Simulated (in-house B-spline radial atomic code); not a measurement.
Ionising neutral neon with different functionals

Computed with a radial B-spline atomic code at the basis-set limit: scalar-relativistic (spin-free X2C) Hamiltonian, Fermi nucleus of rms radius 3.0055 fm, spin-polarised at highest spin, spherical fractional occupations for the functionals, and exact exchange of hybrids averaged over the configuration. The ionisation energy is the difference of two self-consistent energies, [He] 2s2 2p6 → [He] 2s2 2p5, without Breit or QED terms; ε is the level of the shell that loses the electron (its least bound occupied spin orbital).

```json
{"method": "PBE0", "rung": "global hybrid", "ΔSCF (eV)": "?", "-ε(2p) (eV)": "?"}
{"method": "B3LYP", "rung": "global hybrid", "ΔSCF (eV)": "21.93", "-ε(2p) (eV)": "15.63"}
{"method": "TPSSh", "rung": "global hybrid", "ΔSCF (eV)": "?", "-ε(2p) (eV)": "?"}
{"method": "BHandHLYP", "rung": "global hybrid", "ΔSCF (eV)": "21.41", "-ε(2p) (eV)": "18.69"}
{"method": "r2SCAN0", "rung": "global hybrid", "ΔSCF (eV)": "22.05", "-ε(2p) (eV)": "16.45"}
{"method": "B97-1", "rung": "global hybrid", "ΔSCF (eV)": "21.71", "-ε(2p) (eV)": "15.53"}
{"method": "HSE06", "rung": "range-separated hybrid", "ΔSCF (eV)": "21.69", "-ε(2p) (eV)": "15.56"}
{"method": "wB97X", "rung": "range-separated hybrid", "ΔSCF (eV)": "21.66", "-ε(2p) (eV)": "18.49"}
{"method": "CAM-B3LYP", "rung": "range-separated hybrid", "ΔSCF (eV)": "21.92", "-ε(2p) (eV)": "17.65"}
{"method": "LC-wPBE", "rung": "range-separated hybrid", "ΔSCF (eV)": "22.02", "-ε(2p) (eV)": "18.77"}
```

(1) What does TPSSh give?

(2) What does PBE0 give?

(3) Among the functionals, which spreads more, the ΔSCF values or the orbital energies?

(4) How do they compare with the NIST value?

Results:

(1) ΔSCF 21.97 eV, and -ε(2p) = 14.53 eV.

(2) ΔSCF 21.68 eV, and -ε(2p) = 15.98 eV.

(3) The orbital energies: ΔSCF values span about 0.64 eV and the orbital energies 4.24 eV; here energy differences depend much less on the functional than eigenvalues do.

(4) NIST lists 21.565 eV (measured, ground level to ground level). Errors run from -0.15 to +0.49 eV; wB97X is closest (+0.10 eV), but part of that can be cancellation, since the calculations leave out spin-orbit coupling, Breit-QED terms, multiplet and fine-structure energies.
